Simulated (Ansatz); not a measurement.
Geometry optimisation, Ansatz, DFT PBE, scalar-relativistic, plane waves, PAW.

Input file:

```yaml
crystal:
  lattice:
    - [0.0, 5.43, 5.43]
    - [5.43, 0.0, 5.43]
    - [5.43, 5.43, 0.0]
  atoms:
    - { symbol: Si, position: [0.0, 0.0, 0.0] }
    - { symbol: Si, position: [0.125, 0.125, 0.125] }
    - { symbol: Si, position: [0.0, 0.0, 0.5] }
    - { symbol: Si, position: [0.125, 0.125, 0.625] }
    - { symbol: Si, position: [0.0, 0.5, 0.0] }
    - { symbol: Si, position: [0.125, 0.625, 0.125] }
    - { symbol: Si, position: [0.0, 0.5, 0.5] }
    - { symbol: Si, position: [0.125, 0.625, 0.625] }
    - { symbol: Si, position: [0.5, 0.0, 0.0] }
    - { symbol: Si, position: [0.625, 0.125, 0.125] }
    - { symbol: Si, position: [0.5, 0.0, 0.5] }
    - { symbol: Si, position: [0.625, 0.125, 0.625] }
    - { symbol: Si, position: [0.5, 0.5, 0.0] }
    - { symbol: Si, position: [0.625, 0.625, 0.125] }
    - { symbol: Si, position: [0.5, 0.5, 0.5] }
    - { symbol: Si, position: [0.625, 0.625, 0.625] }
    - { symbol: Li, position: [0.8595279, 0.3841381, 0.3775989], spin: 1.0 }
magnetization:
  spin_polarized: true
basis:
  ecutwfc: 420.0
kpoints:
  mp_grid: { grid: [2, 2, 2] }
hamiltonian:
  xc: pbe
  pseudopotentials: { kind: paw, azcp: { folder: soft_1 } }
scf:
  occupations: { method: gaussian, width: 0.02 }
  lower_state_search: "off"
relax:
  f_tol: 0.03
  max_steps: 60
  adjacent_minimum: "off"
```

Launched with:

```bash
$ ansatz run input.yaml --threads 2 --pin off --max-ram 5120MiB --backend cpu --events-out ev --progress --plain --runs-dir out
```

Task: Where does it end, and by what steps?

Result: The forces met the threshold. The force dipped under the threshold on the way, but the program's further checks kept it going. Limits of this set-up: coarse k mesh, a small cell, in which the defect meets its images. After 6 steps the energy has fallen by 0.149 eV; Li17 moved furthest, 0.09 Å.

```csv
step,energy less start (eV),largest force component (eV/Å),accepted
0,0.0000,0.753,yes
1,-0.1276,0.268,yes
2,-0.1389,0.147,yes
3,-0.1495,0.024,yes
4,-0.1495,0.024,yes
5,-0.1467,0.122,no
6,-0.1495,0.024,yes
```

```xyz
17
Lattice="0.0000 5.4300 5.4300 5.4300 0.0000 5.4300 5.4300 5.4300 0.0000" Properties=species:S:1:pos:R:3
Si 0.016 -0.016 -0.014
Si 1.344 1.354 1.356
Si 2.689 2.740 -0.032
Si 4.076 4.086 1.356
Si 2.689 -0.033 2.743
Si 4.076 1.354 4.088
Si 5.463 2.740 2.743
Si 6.792 4.068 4.070
Si 0.016 2.723 2.726
Si 1.361 4.069 4.071
Si 2.706 5.414 2.726
Si 4.076 6.783 4.053
Si 2.706 2.723 5.416
Si 4.076 4.051 6.785
Si 5.464 5.396 5.398
Si 6.809 6.783 6.785
Li 4.077 6.783 6.784
```

The run took 2.2 min on 2 threads of Arm Neoverse N1, with other jobs on the host, peak memory 0.71 GiB.
